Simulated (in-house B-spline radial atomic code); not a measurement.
## Removing the outer electron along the 79-electron series: Au to Pb³⁺

All numbers come from a B-spline radial code for spherical atoms, all electrons, at the radial basis limit: mean fields, RPA and GW scalar-relativistic (one-electron X2C; non-relativistic for the lightest neutral atoms and singly charged ions), without spin-orbit coupling, Breit or QED terms, open shells spin-polarised at highest spin; Brueckner, CI + MBPT and self-energy runs four-component with Breit and QED terms. References are NIST's ionisation energies.

Columns: (a) minus the highest LDA VWN5 level; (b) PBE, difference of total energies; (c) minus the highest B3LYP (VWN-RPA) level; (d) B3LYP (VWN-RPA), difference of total energies; (e) minus the highest CAM-B3LYP level; (f) minus the highest Hartree-Fock level. Each gives computed minus reference, in eV; a star marks a semi-empirical reference. Species are left out where the tabulated value is theory, is uncertain by more than 0.12 eV, or (13 ions, such as In⁴⁺, Te⁴⁺ and Bi⁴⁺) lies off its series for all methods alike, which flatters the means a little.

| species | configuration | reference (eV) | (a) | (b) | (c) | (d) | (e) | (f) |
| --- | --- | --- | --- | --- | --- | --- | --- | --- |
| Au | [Xe] 4f14 5d10 6s1 | 9.23 | -2.90 | +0.34 | -2.56 | +0.24 | -1.34 | -1.28 |
| Hg⁺ | [Xe] 4f14 5d10 6s1 | 18.76 | -3.37 | +0.39 | -2.95 | +0.33 | -1.58 | -1.37 |
| Tl²⁺ | [Xe] 4f14 5d10 6s1 | 29.85 | ? | ? | ? | ? | ? | ? |
| Pb³⁺ | [Xe] 4f14 5d10 6s1 | 42.33 | -4.03 | +0.55 | -3.50 | +0.52 | -1.94 | -1.51 |

Q: What are the differences for Tl²⁺?

A: (a) -3.72; (b) +0.46; (c) -3.25; (d) +0.43; (e) -1.77; (f) -1.44 eV.

Q: How do the methods rank over these species?

A: Mean absolute differences: B3LYP (VWN-RPA), difference of total energies 0.38 eV; PBE, difference of total energies 0.44 eV; minus the highest Hartree-Fock level 1.40 eV; minus the highest CAM-B3LYP level 1.66 eV; minus the highest B3LYP (VWN-RPA) level 3.07 eV; minus the highest LDA VWN5 level 3.51 eV. One-signed throughout: minus the highest LDA VWN5 level (too low), PBE, difference of total energies (too high), minus the highest B3LYP (VWN-RPA) level (too low), B3LYP (VWN-RPA), difference of total energies (too high), minus the highest CAM-B3LYP level (too low), minus the highest Hartree-Fock level (too low). Levels of semilocal functionals lie too high since their potentials lack the −1/r tail; exact exchange restores part of it.
